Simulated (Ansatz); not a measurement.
Basis-set extrapolation for CH$_{7}$FO$_{3}$Si$_{2}$ (`C[Si@H](O)O[Si@@H](O)F`) (PBE0-D4/def2-TZVP geometry, frozen core, Ansatz). Multiplicity 1, RHF reference.

```
                      def2-TZVPP   def2-QZVPP
                 HF  -944.345315  -944.382710
    MP2 correlation    -1.375345    -1.489430
CCSD(T) correlation    -1.459412      not run
```

Energies in hartree. Use E(X) = E(∞) + A·exp(−7.88·√X) for Hartree–Fock and E(X) = E(∞) + B·X^(−2.97) for correlation, with X = 3 and 4, and add CCSD(T) minus MP2 of the smaller set to the MP2 limit.

What is the CCSD(T) energy at the basis-set limit?

HF limit: -944.382710 + (-0.037395) × 0.13774 = -944.38786. MP2 limit: -1.489430 + (-0.114085) × 0.74074 = -1.57394. Higher-order term: -1.459412 − (-1.375345) = -0.08407. Total: -946.04587 hartree, 633.1 kJ/mol below CCSD(T)/def2-TZVPP.
